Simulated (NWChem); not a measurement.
Program: NWChem. System: HO₃S, charge 0, spin multiplicity 2, at a geometry optimised with UB3LYP/def2-SVP. The structure started from a generated list of species. Its SCF solution wasn't tested for a lower state. Level: UMP2/def2-TZVP, 8 core orbitals frozen.

Input file:

```
start mol
memory heap 200 mb stack 900 mb global 1100 mb
geometry units angstroms nocenter noautoz noautosym
  O     -0.364424     1.417136     0.127850
  S     -0.151831     0.008185    -0.266891
  O     -0.980763    -1.094119     0.241267
  O      1.407010    -0.392735     0.149055
  H      1.934710     0.426785     0.124880
end
basis spherical
  * library def2-tzvp
end
scf
  uhf
  nopen 1
  maxiter 100
  thresh 1e-7
  semidirect memsize 60000000 filesize 0
  # guess.movecs holds the orbitals of an unrestricted PBE0 run
  vectors input guess.movecs output mol.movecs
end
mp2
  freeze core 8
end
task mp2 energy
```

Output (cleaned and shortened):

```
             Northwest Computational Chemistry Package (NWChem) 7.3.0
             --------------------------------------------------------

                                NWChem Input Module
                                -------------------

 Scaling coordinates for geometry "geometry" by  1.889725989
 (inverse scale =  0.529177249)

                             Geometry "geometry" -> ""
                             -------------------------

 Output coordinates in angstroms (scale by  1.889725989 to convert to a.u.)

  No.       Tag          Charge          X              Y              Z
 ---- ---------------- ---------- -------------- -------------- --------------
    1 O                    8.0000    -0.36442400     1.41713600     0.12785000
    2 S                   16.0000    -0.15183100     0.00818500    -0.26689100
    3 O                    8.0000    -0.98076300    -1.09411900     0.24126700
    4 O                    8.0000     1.40701000    -0.39273500     0.14905500
    5 H                    1.0000     1.93471000     0.42678500     0.12488000

 Effective nuclear repulsion energy (a.u.)     183.9273011262

            Nuclear Dipole moment (a.u.)
            ----------------------------
        X                 Y               Z
 ---------------- ---------------- ----------------
    -0.0000037795     0.0000018897     0.0000000000


 Summary of "ao basis" -> "" (spherical)
 ------------------------------------------------------------------------------
       Tag                 Description            Shells   Functions and Types
 ---------------- ------------------------------  ------  ---------------------
 *                         def2-tzvp                  on all atoms

 Summary of "ao basis" -> "ao basis" (spherical)
 ------------------------------------------------------------------------------
       Tag                 Description            Shells   Functions and Types
 ---------------- ------------------------------  ------  ---------------------
 O                         def2-tzvp                11       31   5s3p2d1f
 S                         def2-tzvp                13       37   5s5p2d1f
 H                         def2-tzvp                 4        6   3s1p

                                 NWChem SCF Module
                                 -----------------

  ao basis        = "ao basis"
  functions       =   136
  atoms           =     5
  alpha electrons =    21
  beta  electrons =    20
  charge          =   0.00
  wavefunction    = UHF
  use symmetry    = F
  symmetry adapt  = F

 Summary of "ao basis" -> "ao basis" (spherical)
 ------------------------------------------------------------------------------
       Tag                 Description            Shells   Functions and Types
 ---------------- ------------------------------  ------  ---------------------
 O                         def2-tzvp                11       31   5s3p2d1f
 S                         def2-tzvp                13       37   5s5p2d1f
 H                         def2-tzvp                 4        6   3s1p

 Forming initial guess at       0.1s

 Starting SCF solution at       0.1s

 ----------------------------------------------
         Quadratically convergent UHF

 Convergence threshold     :          1.000E-07
 Maximum no. of iterations :          100
 Integral*density screening:          1.000E-09
 ----------------------------------------------

              iter       energy          gnorm     gmax       time
             ----- ------------------- --------- --------- --------
[...]
   -------------------------------------

    Atom       Charge   Shell Charges
 -----------   ------   -------------------------------------------------------
    1 O    8     4.12   0.40  0.59  0.29  0.48  0.17  0.82  0.93  0.41  0.00  0.02  0.00
    2 S   16     7.31   1.00  0.24  0.74  0.48  0.22  2.08  0.85  0.37  0.73  0.14  0.14  0.25  0.05
    3 O    8     4.09   0.40  0.59  0.29  0.48  0.17  0.81  0.93  0.40  0.00  0.02  0.00
    4 O    8     4.17   0.40  0.59  0.28  0.49  0.14  0.87  1.00  0.39  0.00  0.01  0.00
    5 H    1     0.31   0.12  0.16  0.01  0.02

   Mulliken analysis of the spin density
   -------------------------------------

    Atom       Charge   Shell Charges
 -----------   ------   -------------------------------------------------------
    1 O    8     0.27   0.00 -0.00  0.01  0.01 -0.01  0.15  0.12 -0.01 -0.00 -0.00 -0.00
    2 S   16     0.31   0.00  0.00 -0.00  0.06  0.08  0.01 -0.01  0.06  0.10 -0.00  0.02  0.01 -0.00
    3 O    8     0.29   0.00 -0.00  0.01  0.01 -0.01  0.16  0.14 -0.01 -0.00 -0.00 -0.00
    4 O    8     0.13   0.00 -0.00  0.01  0.01 -0.01  0.08  0.06 -0.01  0.00 -0.00 -0.00
    5 H    1    -0.00  -0.00 -0.00  0.00  0.00

       Multipole analysis of the density wrt the origin
       ------------------------------------------------

     L   x y z        total         alpha         beta         nuclear
     -   - - -        -----         -----         ----         -------
     0   0 0 0     -0.000000    -21.000000    -20.000000     41.000000

     1   1 0 0      1.008057      0.681381      0.326680     -0.000004
     1   0 1 0      0.347781      0.188151      0.159629      0.000002
     1   0 0 1     -0.559151      0.011235     -0.570386      0.000000

     2   2 0 0    -19.804729    -62.229107    -60.090057    102.514435
     2   1 1 0      1.591918     -0.871457     -0.529996      2.993371
     2   1 0 1      0.486129     -0.213706     -0.378625      1.078461
     2   0 2 0    -25.428283    -62.649117    -59.412560     96.633394
     2   0 1 1      0.289686      2.148846      2.113005     -3.972166
     2   0 0 2    -20.458956    -14.926144    -12.423074      6.890262

                   NWChem MP2 Semi-direct Energy/Gradient Module
                   ---------------------------------------------

  Basis functions       =    136
  Molecular orbitals    =    136
  Frozen core           =      8
  Frozen virtuals       =      0
  Active alpha occupied =     13
  Active beta occupied  =     12
  Active alpha virtual  =    115
  Active beta virtual   =    116
  Use MO symmetry       = F
  Use skeleton AO sym   = F

  AO/Fock/Back tols     =   1.0D-09  1.0D-09  1.0D-09

 GA uses MA = F    GA memory limited = T

 Available:
  local mem=  1.26D+08
 global mem=  1.44D+08
 local disk=  0.00D+00
  mp2_memr nvloc                   115
  nvloc new                   115
   1 passes of  13:        5242880                     112451                  46271732.
   1 passes of  13: M    126148984           G      144142208           F     120906104.

 Semi-direct pass number   1 of   1  for UHF alpha       at       34.5s
  vrange nnbf                  9097
  mp2_eaftype                   176  avail_ma_in_mb                  1099
 EAF : mp2_eaftype filesize         176   23135866.
  mp2_eaf for mointskh                    176
Node 0 wrote    108.8 Mb in      0.1 s     Agg I/O rate:   942.2 Mb/s
 Done moints_semi at       46.8s
  mp2_eaftype                   176  avail_ma_in_mb                   923
 EAF : mp2_eaftype filesize         176   23135866.
  mp2_eaf for kh                   176
 Done maket at       47.9s
 Done multipass loop at       47.9s

 GA uses MA = F    GA memory limited = T

 Available:
  local mem=  1.26D+08
 global mem=  1.44D+08
 local disk=  0.00D+00
  mp2_memr nvloc                   116
  nvloc new                   116
   1 passes of  12:        5242880                     107304                  43085963.
   1 passes of  12: M    126148984           G      144142208           F     120906104.

 Semi-direct pass number   1 of   1  for UHF beta        at       48.0s
  vrange nnbf                  9097
  mp2_eaftype                   164  avail_ma_in_mb                  1099
 EAF : mp2_eaftype filesize         164   21542981.
  mp2_eaf for mointskh                    164
Node 0 wrote    101.3 Mb in      0.1 s     Agg I/O rate:   690.6 Mb/s
 Done moints_semi at       61.4s
  mp2_eaftype                   164  avail_ma_in_mb                   935
 EAF : mp2_eaftype filesize         164   21542981.
  mp2_eaf for kh                   164
 Done maket at       62.1s
 Done multipass loop at       62.1s

          -------------------------------------------
          SCF energy                -622.732749090464
          Correlation energy          -0.885861425805
          Singlet pairs                0.000000000000
          Triplet pairs                0.000000000000
          Total MP2 energy          -623.618610516269
          -------------------------------------------

          ---------------------------------------------------
                    Spin Component Scaled (SCS) MP2
          Same spin pairs                     -0.239048616871
          Same spin scaling factor             0.333333333333
          Opposite spin pairs                 -0.646812808934
          Opposite spin scaling fact.          1.200000000000
          SCS-MP2 correlation energy          -0.855858243011
          Total SCS-MP2 energy              -623.588607333475
          ---------------------------------------------------

 -----------------------
 Performance information
 -----------------------

 Timer overhead =  1.36D-07 seconds/call

               Nr. of calls         CPU time (s)                 Wall time (s)                GFlops
             ---------------    -------------------     ------------------------------   -------------------
Name         Min   Avg   Max    Min     Avg     Max     Min     Avg     Max   Mx/calls   Min     Max     Sum
mp2: moin     2     2     2    26.     26.     26.      26.     26.     26.     13.      0.0     0.0     0.0
mp2: make     2     2     2    1.8     1.8     1.8      1.8     1.8     1.8    0.91      0.0     0.0     0.0
mp2: tota     1     1     1    28.     28.     28.      28.     28.     28.     28.      0.0     0.0     0.0

 The average no. of pstat calls per process was 5.00D+00
 with a timing overhead of 6.82D-07s

 Task  times  cpu:       62.1s     wall:       62.1s

 Total times  cpu:       62.1s     wall:       62.1s
```
